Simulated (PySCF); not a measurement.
**Electronic structure of I (iodine, neutral) at the LDA level**

Configuration: [Kr] 4d10 5s1 5p5 6s1, high-spin 4P determinant (an excited configuration). Computed with PySCF 2.14 in x2c-QZVPPall with one added diffuse shell each of s, p, d, f type (14s10p8d5f1g, 128 functions), with the spin-free X2C one-electron Hamiltonian (Gaussian nucleus).

* Total energy: -7108.52 hartree
* One-electron energy: -9741.34 hartree
* Hartree (Coulomb) energy: 2809.26 hartree
* Exchange-correlation energy: -176.44 hartree
* ⟨S²⟩: 3.7519
* ⟨L²⟩: 2.116
* Sum of ⟨r⟩: 40.95 bohr
* Sum of ⟨r²⟩: 89.56 bohr²
* Traceless quadrupole moment −½Σ⟨3z² − r²⟩ along its main axis: -1.22 e·bohr²
* Langevin diamagnetic susceptibility: -70.9 ×10⁻⁶ cm³/mol

```json
{"shell": "1s α", "electrons": "1", "mean orbital energy (eV)": "-32884.3", "spread (eV)": "0", "rms radius, mean of both spins (bohr)": "0.0312"}
{"shell": "1s β", "electrons": "1", "mean orbital energy (eV)": "-32884.2", "spread (eV)": "0", "rms radius, mean of both spins (bohr)": "0.0312"}
{"shell": "2s α", "electrons": "1", "mean orbital energy (eV)": "-5087.2", "spread (eV)": "0", "rms radius, mean of both spins (bohr)": "0.127"}
{"shell": "2s β", "electrons": "1", "mean orbital energy (eV)": "-5087.2", "spread (eV)": "0", "rms radius, mean of both spins (bohr)": "0.127"}
{"shell": "2p α", "electrons": "3", "mean orbital energy (eV)": "-4573.3", "spread (eV)": "0.118", "rms radius, mean of both spins (bohr)": "0.113"}
{"shell": "2p β", "electrons": "3", "mean orbital energy (eV)": "-4573.3", "spread (eV)": "0.078", "rms radius, mean of both spins (bohr)": "0.113"}
{"shell": "3s α", "electrons": "1", "mean orbital energy (eV)": "-1031.3", "spread (eV)": "0", "rms radius, mean of both spins (bohr)": "0.336"}
{"shell": "3s β", "electrons": "1", "mean orbital energy (eV)": "-1031.2", "spread (eV)": "0", "rms radius, mean of both spins (bohr)": "0.336"}
{"shell": "3p α", "electrons": "3", "mean orbital energy (eV)": "-864.27", "spread (eV)": "0.256", "rms radius, mean of both spins (bohr)": "0.336"}
{"shell": "3p β", "electrons": "3", "mean orbital energy (eV)": "-864.17", "spread (eV)": "0.206", "rms radius, mean of both spins (bohr)": "0.336"}
{"shell": "3d α", "electrons": "5", "mean orbital energy (eV)": "-611.41", "spread (eV)": "0.231", "rms radius, mean of both spins (bohr)": "0.314"}
{"shell": "3d β", "electrons": "5", "mean orbital energy (eV)": "-611.32", "spread (eV)": "0.185", "rms radius, mean of both spins (bohr)": "0.314"}
{"shell": "4s α", "electrons": "1", "mean orbital energy (eV)": "-185.80", "spread (eV)": "0", "rms radius, mean of both spins (bohr)": "0.787"}
{"shell": "4s β", "electrons": "1", "mean orbital energy (eV)": "-185.59", "spread (eV)": "0", "rms radius, mean of both spins (bohr)": "0.787"}
{"shell": "4p α", "electrons": "3", "mean orbital energy (eV)": "-133.24", "spread (eV)": "0.559", "rms radius, mean of both spins (bohr)": "0.846"}
{"shell": "4p β", "electrons": "3", "mean orbital energy (eV)": "-132.99", "spread (eV)": "0.434", "rms radius, mean of both spins (bohr)": "0.846"}
{"shell": "4d α", "electrons": "5", "mean orbital energy (eV)": "-56.227", "spread (eV)": "0.624", "rms radius, mean of both spins (bohr)": "0.996"}
{"shell": "4d β", "electrons": "5", "mean orbital energy (eV)": "-55.827", "spread (eV)": "0.418", "rms radius, mean of both spins (bohr)": "0.996"}
{"shell": "5s α", "electrons": "1", "mean orbital energy (eV)": "-22.834", "spread (eV)": "0", "rms radius, mean of both spins (bohr)": "2.02"}
{"shell": "5p α", "electrons": "3", "mean orbital energy (eV)": "-11.735", "spread (eV)": "0.996", "rms radius, mean of both spins (bohr)": "2.48"}
{"shell": "5p β", "electrons": "2", "mean orbital energy (eV)": "-10.384", "spread (eV)": "0", "rms radius, mean of both spins (bohr)": "2.48"}
{"shell": "6s α", "electrons": "1", "mean orbital energy (eV)": "-2.301", "spread (eV)": "0", "rms radius, mean of both spins (bohr)": "6.10"}
```

The outer electron is Rydberg-like, and this basis confines it to a smaller radius and binds it less than a complete one would.

Densities and radii are taken from the X2C orbitals without a picture-change correction, which distorts them close to the nucleus.
